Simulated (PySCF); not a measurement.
HfO₂, SMILES [O]=[Hf]=[O] (connectivity only; charge and spin as stated), charge +1, multiplicity 2. Coordinates come from a B3LYP-D3(BJ)/def2-TZVP optimisation. The multiplicity is an assumed one; other spin states were not compared. The isomer is the one that the SMILES or the coordinates give; other isomers of the formula were not compared. The def2 effective core potentials stand for the cores of Hf; spin–orbit coupling is left out.

Calculation: PySCF with B3LYP-D3(BJ)/def2-TZVP.

Harmonic wavenumbers (cm⁻¹): 197, 237, 880. Rotational constants (GHz): 12.57, 9.038, 5.257; symmetry number 2.

### Question
Work out the zero-point energy and the ideal-gas rigid-rotor harmonic-oscillator thermochemistry at 298.15 K and 1 atm.

### Answer
ZPE = ½ Σ hcν = ½ × 1314 cm⁻¹ = 1.88 kcal/mol. H − E(el) = 4.96 kcal/mol. Entropy in cal/(mol K): translation 41.94, rotation 22.42, vibration 4.14, spin 1.38, total 69.87. G − E(el) = -15.88 kcal/mol. Cp = 12.10 cal/(mol K).
